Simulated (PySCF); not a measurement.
## Electron correlation in Cr(3+) (chromium, charge +3)

[Ar] 3d3, high-spin 4F determinant. Computed with PySCF 2.14 in def2-QZVPPD, with no relativity, point nucleus. Frozen: [Ar]; 3 electrons correlated.

```csv
level,correlation energy (mhartree)
CCSD,-21.13
(T),-0.06
CCSD(T),-21.19
```

Diagnostics: T1 = 0.0014, D1 = 0.0020, largest double amplitude 0.011.

Task: Is a single reference adequate?

Result: Yes: T1 lies below 0.03 and no double amplitude reaches 0.07.
